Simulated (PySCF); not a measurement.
**SMILES CCC(C)(C)N(C)C, C$_{7}$H$_{17}$N**

Geometry:
```json
{"atom": "C1", "x (Å)": "2.040", "y (Å)": "-1.034", "z (Å)": "0.254"}
{"atom": "C2", "x (Å)": "1.255", "y (Å)": "-0.422", "z (Å)": "-0.894"}
{"atom": "C3", "x (Å)": "-0.037", "y (Å)": "0.318", "z (Å)": "-0.487"}
{"atom": "C4", "x (Å)": "-0.736", "y (Å)": "0.811", "z (Å)": "-1.764"}
{"atom": "C5", "x (Å)": "0.347", "y (Å)": "1.536", "z (Å)": "0.359"}
{"atom": "N6", "x (Å)": "-0.887", "y (Å)": "-0.585", "z (Å)": "0.309"}
{"atom": "C7", "x (Å)": "-1.310", "y (Å)": "-1.792", "z (Å)": "-0.358"}
{"atom": "C8", "x (Å)": "-1.990", "y (Å)": "0.026", "z (Å)": "1.008"}
{"atom": "H9", "x (Å)": "2.433", "y (Å)": "-0.265", "z (Å)": "0.936"}
{"atom": "H10", "x (Å)": "1.402", "y (Å)": "-1.703", "z (Å)": "0.850"}
{"atom": "H11", "x (Å)": "2.899", "y (Å)": "-1.612", "z (Å)": "-0.120"}
{"atom": "H12", "x (Å)": "1.885", "y (Å)": "0.298", "z (Å)": "-1.443"}
{"atom": "H13", "x (Å)": "1.008", "y (Å)": "-1.203", "z (Å)": "-1.632"}
{"atom": "H14", "x (Å)": "-0.956", "y (Å)": "-0.019", "z (Å)": "-2.453"}
{"atom": "H15", "x (Å)": "-1.684", "y (Å)": "1.320", "z (Å)": "-1.531"}
{"atom": "H16", "x (Å)": "-0.099", "y (Å)": "1.528", "z (Å)": "-2.304"}
{"atom": "H17", "x (Å)": "0.711", "y (Å)": "1.230", "z (Å)": "1.351"}
{"atom": "H18", "x (Å)": "1.147", "y (Å)": "2.099", "z (Å)": "-0.144"}
{"atom": "H19", "x (Å)": "-0.497", "y (Å)": "2.225", "z (Å)": "0.500"}
{"atom": "H20", "x (Å)": "-1.777", "y (Å)": "-2.466", "z (Å)": "0.377"}
{"atom": "H21", "x (Å)": "-0.455", "y (Å)": "-2.329", "z (Å)": "-0.790"}
{"atom": "H22", "x (Å)": "-2.053", "y (Å)": "-1.630", "z (Å)": "-1.170"}
{"atom": "H23", "x (Å)": "-2.480", "y (Å)": "-0.735", "z (Å)": "1.636"}
{"atom": "H24", "x (Å)": "-2.776", "y (Å)": "0.450", "z (Å)": "0.343"}
{"atom": "H25", "x (Å)": "-1.649", "y (Å)": "0.825", "z (Å)": "1.679"}
```

Computed, not measured: PySCF 2.14.0, quadratic response CAM-B3LYP/def2-SVPD first hyperpolarisability, Taylor convention, gas phase. Geometry: PBE0-D3(BJ)/def2-SVP.

Problem. Give the tensor of the static β(0;0,0) in the axes of these coordinates.

Solution. In au, Taylor convention; rows are the first index (the induced dipole):
```
      xx     yy     zz     xy     xz     yz
x  +55.0  +19.0  +17.4  -16.8  +18.3  +13.7
y  -16.8   -6.8   -7.4  +19.0  +13.7  +21.1
z  +18.3  +21.1  +43.7  +13.7  +17.4   -7.4
```
Norm of βᵢ = ⅓ Σⱼ (βᵢⱼⱼ + βⱼᵢⱼ + βⱼⱼᵢ): 127.3 au, hyper-Rayleigh value 48.2 au.
